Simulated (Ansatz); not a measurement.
H4Al, charge -2, doublet, geometry from GFN2-xTB of the parent state (such geometries of metal compounds can be far from the true shape) (a state made from the parent by changing its charge; the spin is typed, not shown lowest) (a gas-phase anion, which may not be bound at this level); BLYP/cc-pVTZ (Ansatz, an electronic-structure program).

The Ansatz input:
Ansatz 0.2 input:
```yaml
crystal:
  periodic: [false, false, false]
  atoms:
    - {symbol: Al, position_ang: [0.00000000, 0.00000000, 0.00000000]}
    - {symbol: H, position_ang: [1.18926445, -0.20785140, 1.09178746]}
    - {symbol: H, position_ang: [-1.18488180, 0.90443151, 0.65391954]}
    - {symbol: H, position_ang: [-0.59986665, -1.45031671, -0.43161723]}
    - {symbol: H, position_ang: [0.59548400, 0.75373660, -1.31408978]}
basis:
  gaussian:
    orbitals: cc-pVTZ
hamiltonian:
  xc: blyp
total_charge: -2
magnetization: {spin_polarized: true, initial_magnetization: 1}
```

It wrote (shortened):

```
Functional definition: BLYP
513 factors; their error is unknown
mean field evaluation 1: about -6653.7800 eV, gradient 1.4e1 eV
mean field evaluation 2: about -6654.0206 eV, gradient 1.4e1 eV
mean field evaluation 4: about -6655.0280 eV, gradient 2.3e-1 eV
mean field evaluation 8: about -6654.9879 eV, gradient 1.1e-2 eV
mean field evaluation 16: about -6655.0841 eV, gradient 1.2e-3 eV
mean field evaluation 32: about -6655.0285 eV, gradient 8.6e-3 eV
mean field evaluation 64: about -6655.0529 eV, gradient 2.0e0 eV
mean field evaluation 96: about -6655.1338 eV, gradient 6.1e-1 eV
mean field evaluation 128: about -6655.0262 eV, gradient 7.9e-6 eV
a density is far from that of the atoms, so the factors are made again for it
569 factors; integrals over basis functions are off by at most 7.2e-4 eV
mean field -6655.02603820 eV, -244.5676959652 hartree, gradient 8.2e-6 eV, S^2 0.750412; 0 other end points of the search recorded, 0 dependent functions left out
reference -6655.02635090 eV, -244.5677074568 hartree; 10, 9 occupied and 80, 81 virtual orbitals, 569 factors
Total energy: -6655.02635090 eV, -244.5677074568 hartree
```
